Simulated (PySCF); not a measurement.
What does the GFN2-xTB structure of `O=Cc1cccs1` look like in three dimensions?

```xyz
11
C5H4OS angstrom
O      0.836   -2.013   -1.980
C     -0.138   -1.656   -1.363
C     -0.163   -0.558   -0.423
C      0.875    0.268   -0.057
C      0.496    1.235    0.885
C     -0.821    1.139    1.229
S     -1.625   -0.129    0.412
H     -1.116   -2.164   -1.478
H      1.864    0.163   -0.465
H      1.165    1.970    1.294
H     -1.369    1.748    1.921
```

Any rigid rotation of these coordinates is as good. Atoms count from 1 in this order. The 5-membered ring C3–C4–C5–C6–S7 has internal angles of 91.0° to 112.9° (sum 540°, against 540° for a flat polygon); it is planar, 0.00 Å rms from its mean plane, widest ring torsion 0°. Of the pairs four or more bonds apart, O1···H9 is among the closest relative to their van der Waals radii: 2.84 Å, 105 % of the sum of Bondi's values. The 4 C–C bonds span 1.365 Å (C5–C6, aromatic) to 1.446 Å (C2–C3, drawn single), a spread of 0.081 Å. S7 (thiophene-type sulfur) is bent (angle 91.0°).

Bonds between heavy atoms (Å): O1=C2 1.207, C2–C3 1.446, C3–C4 1.376, C4–C5 1.402, C5–C6 1.365, C6–S7 1.709, C3–S7 1.737.

Computed geometry: GFN2-xTB, gas phase.

Point group: Cs (tolerance 0.08 Å). Stationary, but not proved a minimum. One conformer, not necessarily the lowest (O1–C2–C3–C4 0°).
